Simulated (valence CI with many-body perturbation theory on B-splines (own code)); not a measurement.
## E1 transitions of Cs⁴⁷⁺

Level of theory: relativistic CI+MBPT: six valence electrons over a frozen Dirac-Fock core [He], a basis of 9 s, 9 p, 8 d, 6 f, 3 g, 1 h functions for each j, with the one-electron correlation potential Σ1 (screened to all orders), the two-electron term Σ2, the three-electron term Σ3, Breit, model QED; selected single and double excitations, second order for the rest, scaled by the run's own slope (own B-spline code, finite nucleus).

The last digits are not significant, and no measured levels were compared; by estimate large intervals hold to a few tenths of a per cent, small ones and those within an open d or f shell to about a per cent. Among the levels kept, up to 2400 cm⁻¹ of a level comes from second order outside the variational space, and about a tenth of that is noise between levels of different J, which matters for small intervals.

Lines 1 to 50 of 247 in falling wavelength, among levels below 5311.3 eV, chosen from the strongest by gf and those to the six lowest levels. Wavelengths and rates use the calculated energies. Electric multipoles are in the length gauge with retardation, E1 and E2 with the static RPA response of the core. Weak lines are less certain than strong ones. Lines between different terms over intervals too small for the method are left out, as are lines whose strength nearly cancels. Where a level lies close to another of its J and parity, the split of strength between their lines is uncertain. The highest levels of a list are the least certain.

Levels are named by their leading jj configuration (3d3/2^4 stands for four electrons in 3d with j = 3/2), which in mixed levels can hold well under half, so a name can repeat and another be missing. Letters in brackets count levels of one name in rising energy.

| λ vac (Å) | Upper | Lower | A (s⁻¹) | S (a.u.) with core polarisation | S without |
| --- | --- | --- | --- | --- | --- |
| 192.1 | (2s 2p1/2^2 2p3/2^2 3p1/2) J=3 | (2s 2p1/2^2 2p3/2^2 3s) J=2 [a] | 1.32e+09 | 3.24e-02 | 3.24e-02 |
| 171.2 | (2s^2 2p1/2 2p3/2^2 3p1/2) J=3 | (2s^2 2p1/2 2p3/2^2 3s) J=2 [b] | 3.90e+09 | 6.76e-02 | 6.77e-02 |
| 170.2 | (2s^2 2p3/2^4) J=0 | (2s 2p1/2^2 2p3/2^3) J=1 | 7.28e+07 | 1.77e-04 | 1.77e-04 |
| 169.0 | (2s^2 2p1/2 2p3/2^2 3p1/2) J=1 [b] | (2s^2 2p1/2 2p3/2^2 3s) J=1 [b] | 4.97e+09 | 3.55e-02 | 3.56e-02 |
| 168.7 | (2s^2 2p1/2^2 2p3/2 3p1/2) J=2 | (2s^2 2p1/2^2 2p3/2 3s) J=1 | 3.64e+09 | 4.31e-02 | 4.31e-02 |
| 163.6 | (2s^2 2p1/2 2p3/2^2 3p1/2) J=2 [a] | (2s^2 2p1/2 2p3/2^2 3s) J=1 [a] | 3.25e+09 | 3.52e-02 | 3.52e-02 |
| 162.6 | (2s^2 2p1/2 2p3/2^2 3p1/2) J=1 [b] | (2s^2 2p1/2 2p3/2^2 3s) J=0 | 2.86e+09 | 1.82e-02 | 1.82e-02 |
| 161.7 | (2s^2 2p1/2 2p3/2^2 3p1/2) J=1 [a] | (2s^2 2p1/2 2p3/2^2 3s) J=2 [a] | 7.14e+09 | 4.47e-02 | 4.47e-02 |
| 159.6 | (2s^2 2p1/2 2p3/2^2 3p1/2) J=3 | (2s^2 2p1/2 2p3/2^2 3s) J=3 | 4.15e+09 | 5.83e-02 | 5.83e-02 |
| 158.3 | (2s^2 2p1/2^2 2p3/2 3p1/2) J=1 | (2s^2 2p1/2^2 2p3/2 3s) J=2 | 7.67e+09 | 4.51e-02 | 4.51e-02 |
| 156.7 | (2s 2p1/2^2 2p3/2^2 3p1/2) J=2 | (2s 2p1/2^2 2p3/2^2 3s) J=3 | 6.40e+09 | 6.08e-02 | 6.08e-02 |
| 154.7 | (2s^2 2p1/2^2 2p3/2 3p1/2) J=2 | (2s^2 2p1/2^2 2p3/2 3s) J=2 | 5.57e+09 | 5.09e-02 | 5.09e-02 |
| 147.8 | (2s^2 2p1/2 2p3/2^2 3p1/2) J=2 [a] | (2s^2 2p1/2 2p3/2^2 3s) J=2 [a] | 5.12e+09 | 4.08e-02 | 4.08e-02 |
| 146.3 | (2s 2p1/2^2 2p3/2^2 3p1/2) J=3 | (2s 2p1/2^2 2p3/2^2 3s) J=3 | 5.44e+09 | 5.88e-02 | 5.88e-02 |
| 139.3 | (2s^2 2p1/2 2p3/2^2 3d3/2) J=4 | (2s^2 2p1/2 2p3/2^2 3p3/2) J=4 | 1.70e+09 | 2.03e-02 | 2.03e-02 |
| 137.1 | (2s^2 2p1/2^2 2p3/2 3d3/2) J=3 | (2s^2 2p1/2^2 2p3/2 3p3/2) J=3 | 2.59e+09 | 2.31e-02 | 2.31e-02 |
| 128.9 | (2s^2 2p1/2 2p3/2^2 3p1/2) J=2 [b] | (2s^2 2p1/2 2p3/2^2 3s) J=2 [b] | 3.61e+09 | 1.91e-02 | 1.91e-02 |
| 126.5 | (2s^2 2p1/2 2p3/2^2 3d3/2) J=3 [b] | (2s^2 2p1/2 2p3/2^2 3p3/2) J=3 [b] | 1.85e+09 | 1.30e-02 | 1.30e-02 |
| 125.5 | (2s^2 2p1/2 2p3/2^2 3d3/2) J=3 [a] | (2s^2 2p1/2 2p3/2^2 3p3/2) J=3 [a] | 2.44e+09 | 1.67e-02 | 1.67e-02 |
| 122.2 | (2s^2 2p1/2 2p3/2^2 3p1/2) J=2 [b] | (2s^2 2p1/2 2p3/2^2 3s) J=3 | 1.37e+10 | 6.17e-02 | 6.17e-02 |
| 120.7 | (2s^2 2p1/2^2 2p3/2 3d5/2) J=2 | (2s^2 2p1/2^2 2p3/2 3p3/2) J=2 | 6.70e+09 | 2.91e-02 | 2.91e-02 |
| 120.0 | (2s^2 2p1/2 2p3/2^2 3p1/2) J=0 | (2s^2 2p1/2 2p3/2^2 3s) J=1 [b] | 2.22e+10 | 1.89e-02 | 1.89e-02 |
| 118.6 | (2s^2 2p1/2^2 2p3/2 3d5/2) J=1 | (2s^2 2p1/2^2 2p3/2 3p3/2) J=0 | 1.02e+10 | 2.51e-02 | 2.51e-02 |
| 115.2 | (2s^2 2p1/2 2p3/2^2 3d5/2) J=2 | (2s^2 2p1/2 2p3/2^2 3p3/2) J=1 [b] | 6.42e+09 | 2.42e-02 | 2.42e-02 |
| 114.4 | (2s^2 2p1/2 2p3/2^2 3d3/2) J=1 [b] | (2s^2 2p1/2 2p3/2^2 3p3/2) J=1 [a] | 6.38e+09 | 1.42e-02 | 1.42e-02 |
| 110.0 | (2s^2 2p1/2 2p3/2^2 3d5/2) J=4 [b] | (2s^2 2p1/2 2p3/2^2 3p3/2) J=4 | 5.19e+09 | 3.06e-02 | 3.06e-02 |
| 108.7 | (2s^2 2p1/2^2 2p3/2 3d5/2) J=4 | (2s^2 2p1/2^2 2p3/2 3p3/2) J=3 | 2.58e+10 | 1.47e-01 | 1.47e-01 |
| 108.3 | (2s^2 2p1/2 2p3/2^2 3d5/2) J=5 | (2s^2 2p1/2 2p3/2^2 3p3/2) J=4 | 2.59e+10 | 1.79e-01 | 1.79e-01 |
| 108.0 | (2s^2 2p1/2^2 2p3/2 3d5/2) J=3 | (2s^2 2p1/2^2 2p3/2 3p3/2) J=2 | 2.18e+10 | 9.50e-02 | 9.50e-02 |
| 108.0 | (2s^2 2p1/2 2p3/2^2 3d5/2) J=3 | (2s^2 2p1/2 2p3/2^2 3p3/2) J=2 [a] | 2.08e+10 | 9.03e-02 | 9.03e-02 |
| 107.4 | (2s^2 2p1/2 2p3/2^2 3d5/2) J=4 [b] | (2s^2 2p1/2 2p3/2^2 3p3/2) J=3 [b] | 1.97e+10 | 1.08e-01 | 1.08e-01 |
| 106.5 | (2s^2 2p1/2 2p3/2^2 3d5/2) J=4 [a] | (2s^2 2p1/2 2p3/2^2 3p3/2) J=3 [a] | 2.41e+10 | 1.29e-01 | 1.29e-01 |
| 105.2 | (2s^2 2p1/2 2p3/2^2 3d5/2) J=3 | (2s^2 2p1/2 2p3/2^2 3p3/2) J=3 [a] | 3.34e+09 | 1.35e-02 | 1.35e-02 |
| 101.8 | (2s^2 2p1/2^2 2p3/2 3d5/2) J=2 | (2s^2 2p1/2^2 2p3/2 3p3/2) J=1 | 1.82e+10 | 4.74e-02 | 4.74e-02 |
| 95.30 | (2s^2 2p1/2 2p3/2^2 3d5/2) J=1 | (2s^2 2p1/2 2p3/2^2 3p3/2) J=0 | 9.50e+09 | 1.22e-02 | 1.22e-02 |
| 94.62 | (2s^2 2p1/2 2p3/2^2 3d5/2) J=2 | (2s^2 2p1/2 2p3/2^2 3p3/2) J=1 [a] | 4.71e+09 | 9.85e-03 | 9.85e-03 |
| 92.53 | (2s^2 2p1/2^2 2p3/2 3d5/2) J=3 | (2s^2 2p1/2^2 2p3/2 3p3/2) J=3 | 5.01e+09 | 1.37e-02 | 1.37e-02 |
| 87.79 | (2s^2 2p1/2^2 2p3/2 3d5/2) J=1 | (2s^2 2p1/2^2 2p3/2 3p3/2) J=1 | 2.19e+10 | 2.20e-02 | 2.20e-02 |
| 85.13 | (2s^2 2p1/2 2p3/2^2 3d5/2) J=2 | (2s^2 2p1/2 2p3/2^2 3p3/2) J=2 [a] | 1.07e+10 | 1.63e-02 | 1.63e-02 |
| 73.24 | (2s^2 2p1/2 2p3/2^2 3p3/2) J=1 [a] | (2s^2 2p1/2 2p3/2^2 3s) J=2 [b] | 5.31e+10 | 3.09e-02 | 3.09e-02 |
| 71.62 | (2s^2 2p1/2 2p3/2^2 3p3/2) J=3 [b] | (2s^2 2p1/2 2p3/2^2 3s) J=2 [b] | 4.88e+10 | 6.19e-02 | 6.19e-02 |
| 71.61 | (2s^2 2p1/2 2p3/2^2 3p3/2) J=2 [b] | (2s^2 2p1/2 2p3/2^2 3s) J=1 [b] | 1.65e+10 | 1.49e-02 | 1.49e-02 |
| 71.47 | (2s^2 2p1/2 2p3/2^2 3p3/2) J=2 [a] | (2s^2 2p1/2 2p3/2^2 3s) J=1 [a] | 4.64e+10 | 4.18e-02 | 4.18e-02 |
| 70.88 | (2s^2 2p1/2 2p3/2^2 3d3/2) J=3 [b] | (2s^2 2p1/2 2p3/2^2 3p1/2) J=2 [b] | 1.79e+10 | 2.21e-02 | 2.21e-02 |
| 70.61 | (2s^2 2p1/2^2 2p3/2 3p3/2) J=1 | (2s^2 2p1/2^2 2p3/2 3s) J=1 | 8.81e+10 | 4.59e-02 | 4.59e-02 |
| 70.37 | (2s^2 2p1/2 2p3/2^2 3d3/2) J=2 [b] | (2s^2 2p1/2 2p3/2^2 3p1/2) J=2 [b] | 2.67e+10 | 2.30e-02 | 2.29e-02 |
| 70.33 | (2s^2 2p1/2 2p3/2^2 3p3/2) J=0 | (2s^2 2p1/2 2p3/2^2 3s) J=1 [a] | 1.02e+11 | 1.75e-02 | 1.75e-02 |
| 69.64 | (2s^2 2p1/2 2p3/2^2 3d3/2) J=3 [a] | (2s^2 2p1/2 2p3/2^2 3p1/2) J=3 | 8.73e+09 | 1.02e-02 | 1.02e-02 |
| 69.51 | (2s^2 2p1/2 2p3/2^2 3p3/2) J=3 [b] | (2s^2 2p1/2 2p3/2^2 3s) J=3 | 4.79e+10 | 5.56e-02 | 5.56e-02 |
| 69.41 | (2s^2 2p1/2 2p3/2^2 3p3/2) J=3 [a] | (2s^2 2p1/2 2p3/2^2 3s) J=2 [a] | 9.71e+10 | 1.12e-01 | 1.12e-01 |
